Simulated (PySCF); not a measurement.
C2H8N2OSi, SMILES C/C=N\[Si@H](N)O. Atoms are numbered in the order given.

```xyz
14

C      2.5428    -0.7664     0.3779
C      1.6576    -0.5612    -0.8243
N      0.4359    -0.2034    -0.8540
Si    -0.7225     0.2414     0.3851
N     -2.0162    -0.8742     0.1185
O     -1.0046     1.8867     0.1528
H      2.0154    -0.5500     1.3264
H      3.4437    -0.1200     0.3029
H      2.9174    -1.8126     0.3993
H      2.1720    -0.7602    -1.8007
H     -0.3864     0.1724     1.8454
H     -2.8041    -0.9186     0.7673
H     -2.2988    -1.1039    -0.8368
H     -1.0472     2.1291    -0.7901
```

Geometry: PBE-D3(BJ)/def2-SVP. The structure was generated by enumeration; whether it is a known compound was not checked. The values are those of a single conformer.

The numbers are results of PBE-D3(BJ)/def2-SVP (PySCF), not measurements.

Frequencies are harmonic and unscaled.

```
mode  ν (cm⁻¹)  IR (km/mol)  moving atoms (share of kinetic energy)
----  --------  -----------  --------------------------------------
1           51          3.0          N 32 %, C 25 %, H 19 %, O 19 %
2          129          2.8                                  H 87 %
3          139          5.5         C 32 %, N 28 %, H 23 %, Si 11 %
4          160          7.9                  H 59 %, C 14 %, O 12 %
5          218         11.0  H 40 %, N 29 %, O 12 %, C 11 %, Si 8 %
6          249          9.1                   H 70 %, C 14 %, O 8 %
7          295        126.7                          H 76 %, O 13 %
8          345         46.8         H 32 %, Si 28 %, N 22 %, O 14 %
9          375        140.2                  H 65 %, N 23 %, O 10 %
10         439         27.1                          N 59 %, H 23 %
11         511         15.3                  H 40 %, C 35 %, N 24 %
12         647         41.6         N 40 %, Si 22 %, H 17 %, C 14 %
13         699         33.8                          H 80 %, N 17 %
14         764         78.7                   H 58 %, O 29 %, N 8 %
15         783          2.4                           H 90 %, C 8 %
16         818        141.8          H 37 %, Si 29 %, N 21 %, O 9 %
17         871         90.9          H 57 %, N 18 %, Si 13 %, O 8 %
18         890         75.9                    H 75 %, C 9 %, O 8 %
19         910        159.5          H 48 %, C 20 %, Si 17 %, N 9 %
20         921        184.2                 H 39 %, Si 34 %, N 14 %
21        1041          0.2                          H 55 %, C 44 %
22        1082         14.0                          C 57 %, H 41 %
23        1311         18.9                          H 77 %, C 23 %
24        1363          4.9                           H 85 %, C 9 %
25        1393         16.6                                  H 92 %
26        1393          8.8                                  H 96 %
27        1476         55.8                          H 88 %, N 11 %
28        1747        242.2                          C 54 %, N 44 %
29        2178        142.4                                  H 97 %
30        2892        103.0                                  H 92 %
31        2961          5.9                                  H 97 %
32        3037          4.3                           H 91 %, C 9 %
33        3088          6.8                          H 90 %, C 10 %
34        3500         23.8                                  H 96 %
35        3603         26.2                           H 91 %, N 9 %
36        3742         49.3                                  H 94 %
```
